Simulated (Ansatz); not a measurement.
Geometry optimisation, RKS PBE-D4/def2-SVP (Ansatz).

Input file:

```yaml
crystal:
  periodic: [false, false, false]
  atoms:
    - { symbol: Ge, position_ang: [0.0, 0.0, 0.0] }
    - { symbol: H, position_ang: [0.0, 0.0, 1.9] }
    - { symbol: F, position_ang: [1.5842, 0.0, -0.5594] }
    - { symbol: H, position_ang: [-0.73, 1.2648, -0.5162] }
    - { symbol: Cl, position_ang: [-1.0456, -1.8115, -0.7393] }
    - { symbol: O, position_ang: [0.7702, -1.8071, 0.6527] }
    - { symbol: Si, position_ang: [0.0299, -3.301, 0.4464] }
    - { symbol: H, position_ang: [0.9482, -4.2103, -0.2329] }
    - { symbol: H, position_ang: [-0.325, -3.8533, 1.7505] }
    - { symbol: H, position_ang: [-1.1778, -3.1394, -0.3579] }
    - { symbol: H, position_ang: [0.3897, -0.9142, 1.8011] }
basis:
  gaussian: { orbitals: def2-SVP }
hamiltonian:
  xc: pbe
  dispersion: d4
relax:
  f_tol: 0.15
  max_steps: 25
  restrain:
    - { distance: [0, 5], at: 2.97, k: 30.0 }
    - { distance: [10, 1], at: 1.86, k: 30.0 }
    - { distance: [0, 1], at: 1.55, k: 30.0 }
    - { distance: [10, 5], at: 1.01, k: 30.0 }
```

Run as:

```bash
$ ansatz run input.yaml --threads 4 --pin off --max-ram 5120MiB --backend cpu --events-out ev --progress --plain --runs-dir out
```

Where does it end, and by what steps?

The run converged. The restraints hold the end off the free minimum; the threshold counts their pulls, which the force column leaves out. Restrained pairs: Ge1–O6 (2.07 → 2.97 Å), H2–H11 (1.00 → 1.87 Å), Ge1–H2 (1.90 → 1.55 Å), O6–H11 (1.50 → 0.99 Å). After 9 steps the energy has fallen by 8.188 eV (the restraints' own energy left out); Cl5 moved furthest, 1.24 Å. The start is strongly strained (largest force component 8 eV/Å), so its close contacts needn't be bonds.

```csv
step,energy less start (eV),largest force component (eV/Å),accepted
0,0.0000,8.293,yes
1,-1.8008,7.624,yes
2,-3.8419,6.667,yes
3,-5.9537,4.459,yes
4,-7.0954,1.879,yes
5,-7.6712,0.865,yes
6,-8.0175,0.689,yes
7,-8.1434,0.582,yes
8,-8.1788,0.509,yes
9,-8.1878,0.480,yes
```

```xyz
11
Properties=species:S:1:pos:R:3
Ge -0.089 0.510 -0.137
H -0.184 0.163 1.370
F 1.556 0.318 -0.690
H -0.478 1.970 -0.474
Cl -1.398 -0.760 -1.299
O 0.699 -2.123 0.996
Si 0.134 -3.697 0.729
H 1.153 -4.345 -0.155
H 0.049 -4.446 2.033
H -1.216 -3.735 0.068
H 0.218 -1.628 1.703
```

The run took 20 s on 4 threads of Arm Neoverse V2 (shared host), peak memory 0.19 GiB.
